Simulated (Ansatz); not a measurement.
Geometry optimisation of the cluster Li₃Al₅⁺.

```yaml
crystal:
  periodic: [false, false, false]
  atoms:
    - {symbol: Li, position_ang: [0.418810, -1.404920, -1.564240]}
    - {symbol: Li, position_ang: [-1.553450, -0.091090, -2.085490]}
    - {symbol: Li, position_ang: [-1.681540, -1.407630, -0.036270]}
    - {symbol: Al, position_ang: [2.116700, -1.036020, 0.609220]}
    - {symbol: Al, position_ang: [-0.708440, 2.116170, -0.837030]}
    - {symbol: Al, position_ang: [0.049710, -1.093450, 2.175260]}
    - {symbol: Al, position_ang: [1.714030, 1.477450, 0.035850]}
    - {symbol: Al, position_ang: [-0.355820, 1.439480, 1.702700]}
basis:
  gaussian: {orbitals: def2-SVP}
total_charge: 1
magnetization: {spin_polarized: true, initial_magnetization: 1}
hamiltonian: {xc: pbe, dispersion: d4}
scf: {lower_state_search: "off"}
output: {orbitals: {seedname: orbitals}}
relax: {f_tol: 0.02, max_steps: 100}
```

```sh
$ ansatz run in.yaml --threads 4 --pin off --events-out ev --progress --plain --max-ram 4787MiB
```

It prints (some lines left out):

```
Functional definition: PBE
mean field -33560.89653816 eV, -1233.3401993845 hartree, gradient 8.4e-6 eV, S^2 0.763230; 0 other end points of the search recorded, 0 dependent functions left out
relax step   1: F+E_penalty+E_count = -33561.15915544 eV  Δ(F+E_penalty+E_count) = +0.000e0 eV  max|allowed force component| = 1.096e0 eV/Å  Δτ_max = 0.0000 Å  (38 SCF iters, accepted)
mean field -33561.37508737 eV, -1233.3577857439 hartree, gradient 1.9e-6 eV, S^2 0.762167; 0 other end points of the search recorded, 0 dependent functions left out
relax step   2: F+E_penalty+E_count = -33561.65838452 eV  Δ(F+E_penalty+E_count) = -4.992e-1 eV  max|allowed force component| = 8.298e-1 eV/Å  Δτ_max = 0.1949 Å  (38 SCF iters, accepted)
mean field -33561.57838605 eV, -1233.3652568324 hartree, gradient 2.3e-6 eV, S^2 0.762256; 0 other end points of the search recorded, 0 dependent functions left out
relax step   3: F+E_penalty+E_count = -33561.90023963 eV  Δ(F+E_penalty+E_count) = -2.419e-1 eV  max|allowed force component| = 3.115e-1 eV/Å  Δτ_max = 0.1950 Å  (40 SCF iters, accepted)
mean field -33561.78830087 eV, -1233.3729710597 hartree, gradient 2.7e-6 eV, S^2 0.775195; 0 other end points of the search recorded, 0 dependent functions left out
relax step   4: F+E_penalty+E_count = -33562.11066201 eV  Δ(F+E_penalty+E_count) = -2.104e-1 eV  max|allowed force component| = 3.401e-1 eV/Å  Δτ_max = 0.2000 Å  (43 SCF iters, accepted)
mean field -33562.02879096 eV, -1233.3818089077 hartree, gradient 6.4e-6 eV, S^2 0.790453; 0 other end points of the search recorded, 0 dependent functions left out
relax step   5: F+E_penalty+E_count = -33562.32561066 eV  Δ(F+E_penalty+E_count) = -2.149e-1 eV  max|allowed force component| = 3.643e-1 eV/Å  Δτ_max = 0.1953 Å  (36 SCF iters, accepted)
mean field -33562.34380510 eV, -1233.3933854637 hartree, gradient 2.5e-6 eV, S^2 0.774149; 0 other end points of the search recorded, 0 dependent functions left out
relax step   6: F+E_penalty+E_count = -33562.63817139 eV  Δ(F+E_penalty+E_count) = -3.126e-1 eV  max|allowed force component| = 4.031e-1 eV/Å  Δτ_max = 0.1957 Å  (36 SCF iters, accepted)
mean field -33562.55055267 eV, -1233.4009832967 hartree, gradient 4.7e-6 eV, S^2 0.766174; 0 other end points of the search recorded, 0 dependent functions left out
relax step   7: F+E_penalty+E_count = -33562.84428361 eV  Δ(F+E_penalty+E_count) = -2.061e-1 eV  max|allowed force component| = 2.191e-1 eV/Å  Δτ_max = 0.1929 Å  (32 SCF iters, accepted)
mean field -33562.70003573 eV, -1233.4064766978 hartree, gradient 3.1e-6 eV, S^2 0.761319; 0 other end points of the search recorded, 0 dependent functions left out
relax step   8: F+E_penalty+E_count = -33562.99526688 eV  Δ(F+E_penalty+E_count) = -1.510e-1 eV  max|allowed force component| = 2.186e-1 eV/Å  Δτ_max = 0.1951 Å  (32 SCF iters, accepted)
mean field -33562.81624180 eV, -1233.4107471924 hartree, gradient 1.3e-6 eV, S^2 0.759568; 0 other end points of the search recorded, 0 dependent functions left out
relax step   9: F+E_penalty+E_count = -33563.13854615 eV  Δ(F+E_penalty+E_count) = -1.433e-1 eV  max|allowed force component| = 3.157e-1 eV/Å  Δτ_max = 0.1949 Å  (32 SCF iters, accepted)
mean field -33562.82205116 eV, -1233.4109606824 hartree, gradient 2.9e-6 eV, S^2 0.760116; 0 other end points of the search recorded, 0 dependent functions left out
relax step  10: F+E_penalty+E_count = -33563.14503455 eV  Δ(F+E_penalty+E_count) = -6.488e-3 eV  max|allowed force component| = 2.943e-1 eV/Å  Δτ_max = 0.1948 Å  (31 SCF iters, accepted)
mean field -33562.86952717 eV, -1233.4127053935 hartree, gradient 3.0e-6 eV, S^2 0.760145; 0 other end points of the search recorded, 0 dependent functions left out
relax step  11: F+E_penalty+E_count = -33563.19216155 eV  Δ(F+E_penalty+E_count) = -4.713e-2 eV  max|allowed force component| = 1.877e-1 eV/Å  Δτ_max = 0.1952 Å  (29 SCF iters, accepted)
mean field -33562.90414941 eV, -1233.4139777371 hartree, gradient 2.2e-6 eV, S^2 0.759580; 0 other end points of the search recorded, 0 dependent functions left out
relax step  12: F+E_penalty+E_count = -33563.22693224 eV  Δ(F+E_penalty+E_count) = -3.477e-2 eV  max|allowed force component| = 1.488e-1 eV/Å  Δτ_max = 0.2000 Å  (30 SCF iters, accepted)
mean field -33562.92611651 eV, -1233.4147850134 hartree, gradient 6.5e-6 eV, S^2 0.759383; 0 other end points of the search recorded, 0 dependent functions left out
relax step  13: F+E_penalty+E_count = -33563.22677949 eV  Δ(F+E_penalty+E_count) = +1.527e-4 eV  max|allowed force component| = 5.113e-1 eV/Å  Δτ_max = 0.1950 Å  (26 SCF iters, rejected (line search))
mean field -33562.91702987 eV, -1233.4144510853 hartree, gradient 2.7e-6 eV, S^2 0.759577; 0 other end points of the search recorded, 0 dependent functions left out
relax step  14: F+E_penalty+E_count = -33563.23962688 eV  Δ(F+E_penalty+E_count) = -1.269e-2 eV  max|allowed force component| = 9.907e-2 eV/Å  Δτ_max = 0.0953 Å  (27 SCF iters, accepted)
mean field -33562.92484808 eV, -1233.4147383996 hartree, gradient 2.4e-6 eV, S^2 0.759395; 0 other end points of the search recorded, 0 dependent functions left out
relax step  15: F+E_penalty+E_count = -33563.24755555 eV  Δ(F+E_penalty+E_count) = -7.929e-3 eV  max|allowed force component| = 8.063e-2 eV/Å  Δτ_max = 0.1000 Å  (27 SCF iters, accepted)
mean field -33562.93578290 eV, -1233.4151402467 hartree, gradient 4.2e-6 eV, S^2 0.759234; 0 other end points of the search recorded, 0 dependent functions left out
relax step  16: F+E_penalty+E_count = -33563.25816597 eV  Δ(F+E_penalty+E_count) = -1.061e-2 eV  max|allowed force component| = 5.595e-2 eV/Å  Δτ_max = 0.1463 Å  (26 SCF iters, accepted)
mean field -33562.94830168 eV, -1233.4156003033 hartree, gradient 6.1e-6 eV, S^2 0.759052; 0 other end points of the search recorded, 0 dependent functions left out
relax step  17: F+E_penalty+E_count = -33563.27109929 eV  Δ(F+E_penalty+E_count) = -1.293e-2 eV  max|allowed force component| = 5.493e-2 eV/Å  Δτ_max = 0.1950 Å  (27 SCF iters, accepted)
mean field -33562.96515413 eV, -1233.4162196194 hartree, gradient 5.6e-6 eV, S^2 0.758899; 0 other end points of the search recorded, 0 dependent functions left out
relax step  18: F+E_penalty+E_count = -33563.28877767 eV  Δ(F+E_penalty+E_count) = -1.768e-2 eV  max|allowed force component| = 7.485e-2 eV/Å  Δτ_max = 0.1950 Å  (28 SCF iters, accepted)
mean field -33562.99156746 eV, -1233.4171902913 hartree, gradient 5.5e-6 eV, S^2 0.758858; 0 other end points of the search recorded, 0 dependent functions left out
relax step  19: F+E_penalty+E_count = -33563.31640551 eV  Δ(F+E_penalty+E_count) = -2.763e-2 eV  max|allowed force component| = 9.602e-2 eV/Å  Δτ_max = 0.1941 Å  (28 SCF iters, accepted)
mean field -33563.03211769 eV, -1233.4186804848 hartree, gradient 5.6e-6 eV, S^2 0.759001; 0 other end points of the search recorded, 0 dependent functions left out
relax step  20: F+E_penalty+E_count = -33563.35793074 eV  Δ(F+E_penalty+E_count) = -4.153e-2 eV  max|allowed force component| = 1.229e-1 eV/Å  Δτ_max = 0.1967 Å  (28 SCF iters, accepted)
mean field -33563.08320153 eV, -1233.4205577812 hartree, gradient 5.4e-6 eV, S^2 0.759311; 0 other end points of the search recorded, 0 dependent functions left out
relax step  21: F+E_penalty+E_count = -33563.40974897 eV  Δ(F+E_penalty+E_count) = -5.182e-2 eV  max|allowed force component| = 1.379e-1 eV/Å  Δτ_max = 0.1951 Å  (28 SCF iters, accepted)
mean field -33563.13041814 eV, -1233.4222929596 hartree, gradient 3.0e-6 eV, S^2 0.759773; 0 other end points of the search recorded, 0 dependent functions left out
relax step  22: F+E_penalty+E_count = -33563.45793321 eV  Δ(F+E_penalty+E_count) = -4.818e-2 eV  max|allowed force component| = 1.118e-1 eV/Å  Δτ_max = 0.1943 Å  (28 SCF iters, accepted)
mean field -33563.15714372 eV, -1233.4232751066 hartree, gradient 5.9e-6 eV, S^2 0.760224; 0 other end points of the search recorded, 0 dependent functions left out
relax step  23: F+E_penalty+E_count = -33563.48106630 eV  Δ(F+E_penalty+E_count) = -2.313e-2 eV  max|allowed force component| = 5.664e-1 eV/Å  Δτ_max = 0.1940 Å  (28 SCF iters, accepted)
mean field -33563.09013811 eV, -1233.4208126961 hartree, gradient 1.7e-6 eV, S^2 0.760978; 0 other end points of the search recorded, 0 dependent functions left out
relax step  24: F+E_penalty+E_count = -33563.41748690 eV  Δ(F+E_penalty+E_count) = +6.358e-2 eV  max|allowed force component| = 2.886e-1 eV/Å  Δτ_max = 0.1907 Å  (30 SCF iters, rejected (line search))
mean field -33563.14698398 eV, -1233.4229017431 hartree, gradient 1.1e-6 eV, S^2 0.760292; 0 other end points of the search recorded, 0 dependent functions left out
relax step  25: F+E_penalty+E_count = -33563.47465655 eV  Δ(F+E_penalty+E_count) = +6.410e-3 eV  max|allowed force component| = 1.712e-1 eV/Å  Δτ_max = 0.0933 Å  (28 SCF iters, rejected (line search))
mean field -33563.15438944 eV, -1233.4231738889 hartree, gradient 1.5e-6 eV, S^2 0.760237; 0 other end points of the search recorded, 0 dependent functions left out
relax step  26: F+E_penalty+E_count = -33563.48280119 eV  Δ(F+E_penalty+E_count) = -1.735e-3 eV  max|allowed force component| = 1.067e-1 eV/Å  Δτ_max = 0.0455 Å  (29 SCF iters, accepted)
mean field -33563.15577151 eV, -1233.4232246789 hartree, gradient 1.3e-6 eV, S^2 0.760309; 0 other end points of the search recorded, 0 dependent functions left out
relax step  27: F+E_penalty+E_count = -33563.48420912 eV  Δ(F+E_penalty+E_count) = -1.408e-3 eV  max|allowed force component| = 8.962e-2 eV/Å  Δτ_max = 0.0392 Å  (29 SCF iters, accepted)
mean field -33563.15719194 eV, -1233.4232768787 hartree, gradient 2.5e-6 eV, S^2 0.760305; 0 other end points of the search recorded, 0 dependent functions left out
relax step  28: F+E_penalty+E_count = -33563.48590603 eV  Δ(F+E_penalty+E_count) = -1.697e-3 eV  max|allowed force component| = 6.450e-2 eV/Å  Δτ_max = 0.0126 Å  (29 SCF iters, accepted)
mean field -33563.14513153 eV, -1233.4228336668 hartree, gradient 4.3e-6 eV, S^2 0.760295; 0 other end points of the search recorded, 0 dependent functions left out
relax step  29: F+E_penalty+E_count = -33563.46979885 eV  Δ(F+E_penalty+E_count) = +1.611e-2 eV  max|allowed force component| = 3.534e-1 eV/Å  Δτ_max = 0.0550 Å  (28 SCF iters, rejected (line search))
mean field -33563.15826905 eV, -1233.4233164619 hartree, gradient 2.7e-6 eV, S^2 0.760274; 0 other end points of the search recorded, 0 dependent functions left out
relax step  30: F+E_penalty+E_count = -33563.48691485 eV  Δ(F+E_penalty+E_count) = -1.009e-3 eV  max|allowed force component| = 2.749e-2 eV/Å  Δτ_max = 0.0252 Å  (27 SCF iters, accepted)
mean field -33563.15805839 eV, -1233.4233087203 hartree, gradient 2.0e-6 eV, S^2 0.760284; 0 other end points of the search recorded, 0 dependent functions left out
relax step  31: F+E_penalty+E_count = -33563.48586001 eV  Δ(F+E_penalty+E_count) = +1.055e-3 eV  max|allowed force component| = 7.490e-2 eV/Å  Δτ_max = 0.0232 Å  (29 SCF iters, rejected (line search))
mean field -33563.15870648 eV, -1233.4233325370 hartree, gradient 4.0e-6 eV, S^2 0.760243; 0 other end points of the search recorded, 0 dependent functions left out
relax step  32: F+E_penalty+E_count = -33563.48719779 eV  Δ(F+E_penalty+E_count) = -2.829e-4 eV  max|allowed force component| = 1.438e-2 eV/Å  Δτ_max = 0.0111 Å  (21 SCF iters, accepted)
Total energy: -33563.48726416 eV, -1233.4354068092 hartree
Atom 0 at     0.517993    -1.567356    -1.041009 Å, force    -0.007133     0.014382     0.003064 eV/Å
Atom 1 at    -0.447629     1.239468    -3.246291 Å, force     0.000043    -0.002313     0.002387 eV/Å
Atom 2 at    -2.347138    -0.805573     1.789570 Å, force     0.000756    -0.000766    -0.000693 eV/Å
Atom 3 at     2.317821    -0.045960     0.814898 Å, force    -0.002627    -0.000677    -0.000777 eV/Å
Atom 4 at    -1.446180     0.637078    -0.721236 Å, force     0.007964    -0.004295    -0.003825 eV/Å
Atom 5 at     0.512922    -1.652728     1.819549 Å, force     0.003095    -0.001081    -0.000359 eV/Å
Atom 6 at     1.058850     1.384119    -0.875036 Å, force    -0.002310    -0.006176     0.002497 eV/Å
Atom 7 at    -0.166639     0.810942     1.459557 Å, force     0.000212     0.000927    -0.002294 eV/Å
Dipole moment:    -1.111862    -0.483081    -1.267607 e Å
Checks for a lower state left out: stability, starts, cluster_reference, orbital_swaps, neighbouring_geometries, increment
```

Hardware: 4 threads of Intel Xeon on a shared host. Wall time 3.8 min.

The structure comes from a short search, and lower isomers may exist.
